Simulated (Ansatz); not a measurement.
Born–Oppenheimer molecular dynamics of Cl2H4O2Ti (9 atoms, charge 0, multiplicity 1). It starts at the highest image of a converged band. Of that band: The profile has 2 maxima (images 4, 7) with wells between them (image 5): this band takes more than one step, which may be the mechanism or a detour left from its start path. A vibrational analysis at the climbing image gives one clearly imaginary mode, 218i cm⁻¹: a first-order saddle point.

All numbers below come from RKS PBE-D4/def2-SVP in Ansatz.

```yaml
ensemble: NVE (velocity Verlet)
time_step: 0.5 fs
steps_asked: 200
starting_velocities_drawn_for: 300 K
seed: 3918
```

First frame:

```xyz
9
Properties=species:S:1:pos:R:3
Ti 0.218 -0.408 -0.099
Cl 0.763 -0.252 2.041
O 1.615 -0.999 -0.988
H 2.152 -1.750 -1.290
Cl -0.380 1.568 -0.904
O -1.121 -1.536 -0.247
H -1.477 -2.435 -0.331
H 0.086 2.893 1.826
H 0.082 3.511 2.283
```

How far do the bonds stretch over the last three quarters of this one trajectory? (Pairs bonded in most of those frames.)


| bond | mean (Å) | spread (Å) | shortest | longest |
| --- | --- | --- | --- | --- |
| Ti1–Cl2 | 2.211 | 0.008 | 2.20 | 2.22 |
| Ti1–O3 | 1.781 | 0.022 | 1.75 | 1.81 |
| Ti1–Cl5 | 2.206 | 0.029 | 2.15 | 2.24 |
| Ti1–O6 | 1.782 | 0.009 | 1.77 | 1.79 |
| O3–H4 | 0.978 | 0.012 | 0.96 | 1.00 |
| O6–H7 | 0.977 | 0.024 | 0.94 | 1.01 |
| H8–H9 | 0.772 | 0.009 | 0.76 | 0.78 |

Mean temperature of the second half: 204 K. The conserved energy stayed within 0.15 meV per atom of its start (net change 0.12 meV per atom), so the integration is sound. A run of 0.1 ps of so small a system gives no equilibrium averages. The orbitals stay closed-shell, which can raise the energy where a bond breaks towards radicals; this wasn't checked here.

Time of the run: 5.2 min on 4 threads of Arm Neoverse V1, with other jobs on the host, peak memory 0.19 GiB.
